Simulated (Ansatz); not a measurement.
Ideal-gas functions of `[AlH2][AlH][SeH]` at 400 K and 1 bar, from an Ansatz frequency run at PBE0-D4/def2-TZVP.

Molar mass 136.96 g/mol, point group Cs (symmetry number 1), electronic degeneracy 1, moments of inertia 46.5, 406.444, 445.504 u Å². Harmonic wavenumbers (cm⁻¹, unscaled): 61, 77, 213, 311, 352, 408, 451, 472, 557, 626, 779, 1888, 1903, 1903, 2441.

Use S(trans) = R[1.5 ln M + 2.5 ln T − 1.1517]; rotational temperatures θ = 24.2544 K / I; S(rot) = R[ln(√π/σ · √(T³/θAθBθC)) + 1.5]; for each mode x = 1.438777 ν̃/T, S = R[x/(eˣ − 1) − ln(1 − e⁻ˣ)] and H = RT x/(eˣ − 1); 1 cm⁻¹ = 0.0119627 kJ/mol; R = 8.31446 J/(mol·K).

**Question.** By hand: the entropy, in J/(mol·K).

**Answer.** Translation 176.3. Rotation: θ = 0.5216, 0.0597, 0.0544 K, giving 118.5. Vibration, mode by mode: 20.94, 19.02, 10.73, 7.80, 6.89, 5.83, 5.15, 4.85, 3.80, 3.13, 2.03, 0.07, 0.07, 0.07, 0.01, in all 90.4. Electronic 0.0. Sum 385.2 J/(mol·K).

**Question.** By hand: H − E and G − E in kJ/mol, counted from the electronic energy.

**Answer.** Zero-point energy ½ × 12442 × 0.0119627 = 74.4; thermal vibration 18.2; translation, rotation and pV give 4 RT = 13.3. H − E = 105.9 kJ/mol, and G − E = 105.9 − 400 × 385.2/1000 = -48.2 kJ/mol.

Vibration gives 23 % of the entropy, 40.0 J/(mol·K) of it from the modes under 150 cm⁻¹: soft modes count most, and the harmonic formula is weakest for them. The sum counts one conformer and one mirror image; others add a mixing term.
